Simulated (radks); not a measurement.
Question: Valence configurations of the argon ion Ar+ (all share [Ne]). Method: scalar-relativistic Kohn-Sham, LDA (Slater exchange, Perdew-Wang correlation), spin-polarised, spherical densities, finite nucleus; open shells are filled with parallel spins first; Fermi nuclear charge, rms radius 3.4274 fm; computed with a radial shooting solver on a logarithmic mesh with Libxc functionals. Order these by energy: 3s1.5 3p5.5; 3s2 3p5; 3s1 3p6.

Answer: From the lowest, in eV above it: 3s2 3p5 0.000; 3s1.5 3p5.5 7.197; 3s1 3p6 14.405. NIST lists [Ne] 3s2 3p5 as the ground configuration; this level of theory agrees among the configurations tried. The energies are those of spherical high-spin densities, not of single terms.
